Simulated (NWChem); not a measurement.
A series in which one site is exchanged, each optimised at PBE0/def2-SVP with NWChem, gas phase unless a solvent is named. This build's default masses of Se (78.918 u) and Br (79.917 u) are each other's, which moves their modes by up to 0.6 %.

A: FC(Cl)(Cl)Br (CBrCl2F; site = F)
B: ClC(Cl)(Cl)Br (CBrCl3; site = Cl)
C: ClC(Cl)Br (CHBrCl₂; site = H)
D: ClC(Cl)(Br)Br (CBr2Cl2; site = Br)

Problem. Rank them by orbital gap (eV), PBE0/def2-SVP, lowest first.

Solution. D (6.38), B (6.94), A (7.19), C (7.36)
